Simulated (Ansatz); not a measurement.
Relaxation of CH3InO (6 atoms, charge 0, multiplicity 1), to a largest force component of 0.02 eV/Å in at most 50 steps.

Computed with RKS r2SCANh-D4/def2-mTZVP (Ansatz 0.2.0).

```xyz
6
Properties=species:S:1:pos:R:3
O -1.083 -1.478 0.514
C -0.175 -0.851 0.032
In 0.255 1.002 -0.037
H 0.689 -1.396 -0.466
H -0.158 1.360 -0.663
H 0.515 1.300 0.574
```

**Question.** Where does it end, and by what steps?

**Answer.** The forces met the threshold. After 17 steps the energy has fallen by 62.223 eV; H6 moved furthest, 0.97 Å. The start is strongly strained (largest force component 149 eV/Å).

```json
{"step": "0", "energy less start (eV)": "0.0000", "largest force component (eV/Å)": "148.774", "accepted": "yes"}
{"step": "1", "energy less start (eV)": "-37.8237", "largest force component (eV/Å)": "42.046", "accepted": "yes"}
{"step": "2", "energy less start (eV)": "-51.5861", "largest force component (eV/Å)": "19.960", "accepted": "yes"}
{"step": "3", "energy less start (eV)": "-58.4161", "largest force component (eV/Å)": "7.325", "accepted": "yes"}
{"step": "4", "energy less start (eV)": "-60.9990", "largest force component (eV/Å)": "2.347", "accepted": "yes"}
{"step": "5", "energy less start (eV)": "-61.9472", "largest force component (eV/Å)": "2.585", "accepted": "yes"}
{"step": "6", "energy less start (eV)": "-62.1212", "largest force component (eV/Å)": "1.729", "accepted": "yes"}
{"step": "7", "energy less start (eV)": "-62.1825", "largest force component (eV/Å)": "0.673", "accepted": "yes"}
{"step": "8", "energy less start (eV)": "-62.1027", "largest force component (eV/Å)": "0.903", "accepted": "no"}
{"step": "9", "energy less start (eV)": "-62.2174", "largest force component (eV/Å)": "0.227", "accepted": "yes"}
{"step": "10", "energy less start (eV)": "-62.2192", "largest force component (eV/Å)": "0.200", "accepted": "yes"}
{"step": "11", "energy less start (eV)": "-62.2189", "largest force component (eV/Å)": "0.118", "accepted": "no"}
{"step": "12", "energy less start (eV)": "-62.2218", "largest force component (eV/Å)": "0.026", "accepted": "yes"}
{"step": "13", "energy less start (eV)": "-62.2221", "largest force component (eV/Å)": "0.057", "accepted": "yes"}
{"step": "14", "energy less start (eV)": "-62.2228", "largest force component (eV/Å)": "0.021", "accepted": "yes"}
{"step": "15", "energy less start (eV)": "-62.2229", "largest force component (eV/Å)": "0.060", "accepted": "yes"}
{"step": "16", "energy less start (eV)": "-62.2229", "largest force component (eV/Å)": "0.036", "accepted": "yes"}
{"step": "17", "energy less start (eV)": "-62.2230", "largest force component (eV/Å)": "0.002", "accepted": "yes"}
```

```xyz
6
Properties=species:S:1:pos:R:3
O -1.096 -1.579 0.495
C -0.078 -1.201 -0.040
In 0.202 0.999 -0.047
H 0.615 -1.963 -0.474
H -0.522 1.928 -1.310
H 0.921 1.752 1.331
```

Run time: 19 s on 2 threads of AMD EPYC 9R45 96-Core Processor (Zen 5) (shared host), peak memory 0.21 GiB.
